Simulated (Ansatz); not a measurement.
`[F][Ti]([F])([F])[F]` and `[F][Hf]([F])([F])[F]` differ in one element.

Ansatz, PBE0-D4/def2-TZVP geometries, multiplicity 1. 

Elements past krypton have def2 core potentials. Scalar relativity is left out up to krypton.

```csv
property,`[F][Ti]([F])([F])[F]`
HOMO–LUMO gap (B3LYP/def2-TZVPP) / eV,8.78
HOMO energy (B3LYP/def2-TZVPP) / eV,-12.22
size of the dipole moment (PBE/def2-TZVPP) / D,0.00
LUMO energy (B3LYP/def2-TZVPP) / eV,-3.44
HOMO energy (PBE/def2-TZVPP) / eV,-10.42
HOMO energy (PBE0/def2-TZVPP) / eV,-12.52
```

What does the change do to each property? (Estimate.)

Ansatz gave: 
| property | `[F][Hf]([F])([F])[F]` | shift |
| --- | --- | --- |
| HOMO–LUMO gap (B3LYP/def2-TZVPP) / eV | 10.59 | 1.81 |
| HOMO energy (B3LYP/def2-TZVPP) / eV | -11.87 | 0.35 |
| size of the dipole moment (PBE/def2-TZVPP) / D | 0.00 | 0.00 |
| LUMO energy (B3LYP/def2-TZVPP) / eV | -1.28 | 2.16 |
| HOMO energy (PBE/def2-TZVPP) / eV | -10.11 | 0.31 |
| HOMO energy (PBE0/def2-TZVPP) / eV | -12.17 | 0.35 |

With PBE0 the HOMO rises by 0.35 eV and the LUMO rises by 2.20 eV, so the gap widens by about 1.85 eV. PBE moves the HOMO by 0.31 eV and ωB97M-V by 0.32 eV.

B3LYP here is the variant with VWN-RPA as its local correlation; programs differ in this.
